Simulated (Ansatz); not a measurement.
[ZnCl4]2- (ZnCl4²⁻). The state is a singlet with charge -2. Geometry r2SCAN-D4/def2-SVPD.

```xyz
5

Zn    0.000    0.000    0.000
Cl   -2.321   -0.312    0.155
Cl    0.446    2.013   -1.121
Cl    0.952   -1.785   -1.189
Cl    0.923    0.084    2.156
```

HSE06 is defined as in plane-wave codes, on full-range PBE exchange. A multiply charged anion in the gas phase is held together partly by the finite basis. At LDA (SPW92)/def2-TZVPD, PBE-D4/def2-TZVPD, HSE06-D4/def2-TZVPD the highest occupied level of the charge -2 singlet lies above zero (up to 1.38 eV). The electron is either unbound and held by the finite basis, or the level is raised by self-interaction error.

Question: Estimate the orbital energies around the gap (eV) in Ansatz with HF/def2-TZVPD, LDA (SPW92)/def2-TZVPD, PBE-D4/def2-TZVPD, HSE06-D4/def2-TZVPD, BHLYP-D4/def2-TZVPD.

Answer: 
```csv
orbital,HF/def2-TZVPD,LDA (SPW92)/def2-TZVPD,PBE-D4/def2-TZVPD,HSE06-D4/def2-TZVPD,BHLYP-D4/def2-TZVPD
HOMO−13,-14.01,-3.43,-3.12,-5.54,-8.90
HOMO−12,-14.01,-3.43,-3.12,-5.54,-8.90
HOMO−11,-5.87,-1.54,-1.30,-2.22,-3.88
HOMO−10,-4.28,0.15,0.33,-0.60,-2.24
HOMO−9,-4.28,0.15,0.33,-0.60,-2.24
HOMO−8,-4.28,0.15,0.33,-0.60,-2.24
HOMO−7,-3.60,0.94,1.09,0.13,-1.54
HOMO−6,-3.60,0.94,1.09,0.13,-1.54
HOMO−5,-3.21,1.14,1.30,0.38,-1.23
HOMO−4,-3.21,1.14,1.30,0.38,-1.23
HOMO−3,-3.21,1.14,1.30,0.38,-1.23
HOMO−2,-3.15,1.24,1.38,0.46,-1.16
HOMO−1,-3.15,1.24,1.38,0.46,-1.16
HOMO,-3.15,1.24,1.38,0.46,-1.16
LUMO,7.11,5.79,5.84,6.01,6.49
LUMO+1,7.11,5.93,5.88,6.01,6.49
LUMO+2,7.11,5.93,5.88,6.01,6.49
LUMO+3,7.37,5.93,5.88,6.05,6.59
LUMO+4,7.79,6.65,6.58,6.70,7.17
LUMO+5,7.79,6.65,6.58,6.70,7.17
```
